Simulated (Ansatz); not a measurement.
Geometry optimisation, RKS B3LYP-D4/def2-SVP in Ansatz 0.2.0.

Input:

```yaml
crystal:
  periodic: [false, false, false]
  atoms:
    - { symbol: Sn, position_ang: [0.227734, 0.001375, 0.041994] }
    - { symbol: C, position_ang: [1.059663, -0.019791, 2.016474] }
    - { symbol: H, position_ang: [0.408805, -0.150677, 2.894909] }
    - { symbol: H, position_ang: [1.799961, -0.832725, 1.990801] }
    - { symbol: H, position_ang: [1.597009, 0.936787, 2.112968] }
    - { symbol: H, position_ang: [1.931245, 0.122697, -0.177977] }
    - { symbol: H, position_ang: [-0.671705, 1.384528, -0.413729] }
    - { symbol: H, position_ang: [-0.494312, -1.442195, -0.527141] }
basis:
  gaussian: { orbitals: def2-SVP }
hamiltonian:
  xc: b3lyp
  dispersion: d4
relax:
  f_tol: 0.03
  max_steps: 50
```

Run as:

```bash
$ ansatz run input.yaml --threads 1 --pin off --max-ram 2048MiB --backend cpu --events-out ev --progress --plain --runs-dir out
```

**Question.** Where does it end, and by what steps?

**Answer.** The run converged. After 6 steps the energy has fallen by 0.650 eV; H6 moved furthest, 0.82 Å.

| step | energy less start (eV) | largest force component (eV/Å) | accepted |
| --- | --- | --- | --- |
| 0 | 0.0000 | 1.441 | yes |
| 1 | -0.3074 | 0.808 | yes |
| 2 | -0.4790 | 0.393 | yes |
| 3 | -0.6004 | 0.229 | yes |
| 4 | -0.6490 | 0.033 | yes |
| 5 | -0.6493 | 0.096 | yes |
| 6 | -0.6505 | 0.002 | yes |

```xyz
8
Properties=species:S:1:pos:R:3
Sn 0.449 0.019 0.030
C 1.063 -0.022 2.110
H 0.181 -0.134 2.758
H 1.744 -0.868 2.283
H 1.581 0.913 2.367
H 1.826 0.166 -0.993
H -0.597 1.358 -0.249
H -0.387 -1.433 -0.368
```

Time of the run: 12 s on 1 thread of AMD EPYC 9R45 96-Core Processor (Zen 5) (shared host), peak memory 0.14 GiB.
